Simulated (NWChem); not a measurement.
C₂H₇AlN₂; SMILES C=[CH][Al]([NH2])[NH2]

```xyz
12

Al     0.0310     0.4649     0.0004
C      0.7398    -1.3525     0.0014
C     -0.0233    -2.4562    -0.0011
H      1.8267    -1.5260     0.0038
H      0.3965    -3.4708    -0.0007
H     -1.1202    -2.4108    -0.0037
N      1.1479     1.8476    -0.0008
H      2.1576     1.7619     0.0000
H      0.8924     2.8280    -0.0028
N     -1.7240     0.7481     0.0003
H     -2.1775     1.6540    -0.0001
H     -2.4280     0.0197     0.0014
```
Atoms are numbered in this order, from 1.

Computed with NWChem. The geometry was optimised at PBE0/def2-SVP. No frequency run checked for a minimum. GIAO values for the isolated, static molecule; σ is the absolute isotropic shielding, δ = σ(reference) − σ with the isolated reference molecule computed at the same levels (13C: tetramethylsilane, 1H: tetramethylsilane, 15N: ammonia).

### Question
What does the run give for PBE0/pcSseg-1? Quantities: δ C3 (ppm); δ H4 (ppm); δ H6 (ppm); δ N7 (ppm); δ H9 (ppm); δ N10 (ppm); δ H11 (ppm).

### Answer
```json
{
 "δ C3 (ppm)": "150.2",
 "δ H4 (ppm)": "6.20",
 "δ H6 (ppm)": "6.25",
 "δ N7 (ppm)": "13.0",
 "δ H9 (ppm)": "0.20",
 "δ N10 (ppm)": "6.9",
 "δ H11 (ppm)": "0.13"
}
```
